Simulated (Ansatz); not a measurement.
The molecule HgF, multiplicity 2 (lowest of 2S+1 = 2, 4 at CCSD(T)/def2-TZVPP on PBE0 minima; our sources give no spin for the ground state, which may be another). No spin–orbit coupling.

The constants come from a fifth-degree fit in 1/R (seven points, main isotopes). Runs in def2 and cc sets follow the lowest solution found near the PBE0 minimum.

Correlated levels freeze the inner cores; with def2 sets outer-core shells near the valence are correlated too. CBS: X⁻³ extrapolation of the correlation energy, Hartree–Fock from the larger set.

Codes used: Ansatz (Gaussian orbitals). Each number belongs to the level named beside it. In def2 rows elements past Kr take small-core potentials, without spin–orbit coupling.

```json
[
 {"level": "SVWN5/def2-TZVPP", "r_e (Å)": "2.021", "ω_e (cm⁻¹)": "464", "ω_e x_e (cm⁻¹)": "3.6", "dipole (D)": "2.81"},
 {"level": "B3LYP/def2-TZVPP", "r_e (Å)": "2.076", "ω_e (cm⁻¹)": "412", "ω_e x_e (cm⁻¹)": "4.2", "dipole (D)": "3.23"},
 {"level": "PBE0/def2-TZVPP", "r_e (Å)": "2.046", "ω_e (cm⁻¹)": "442", "ω_e x_e (cm⁻¹)": "4.2", "dipole (D)": "3.20"},
 {"level": "wB97X-V/def2-TZVPP", "r_e (Å)": "2.035", "ω_e (cm⁻¹)": "474", "ω_e x_e (cm⁻¹)": "3.5", "dipole (D)": "3.40"},
 {"level": "B2PLYP/def2-TZVPP", "r_e (Å)": "2.049", "ω_e (cm⁻¹)": "___", "ω_e x_e (cm⁻¹)": "3.4", "dipole (D)": "-"},
 {"level": "CCSD(T)/def2-TZVPP", "r_e (Å)": "2.024", "ω_e (cm⁻¹)": "481", "ω_e x_e (cm⁻¹)": "3.9", "dipole (D)": "-"},
 {"level": "CCSD(T)/def2-QZVPP", "r_e (Å)": "2.019", "ω_e (cm⁻¹)": "486", "ω_e x_e (cm⁻¹)": "3.6", "dipole (D)": "-"},
 {"level": "CCSD(T)/CBS(def2-TZVPP, def2-QZVPP)", "r_e (Å)": "___", "ω_e (cm⁻¹)": "___", "ω_e x_e (cm⁻¹)": "3.4", "dipole (D)": "-"}
]
```

Question: What belongs in the gaps?

Answer: 
- CCSD(T)/CBS(def2-TZVPP, def2-QZVPP), r_e (Å): 2.014
- CCSD(T)/CBS(def2-TZVPP, def2-QZVPP), ω_e (cm⁻¹): 490
- B2PLYP/def2-TZVPP, ω_e (cm⁻¹): 450

Ansatz is an electronic-structure program.
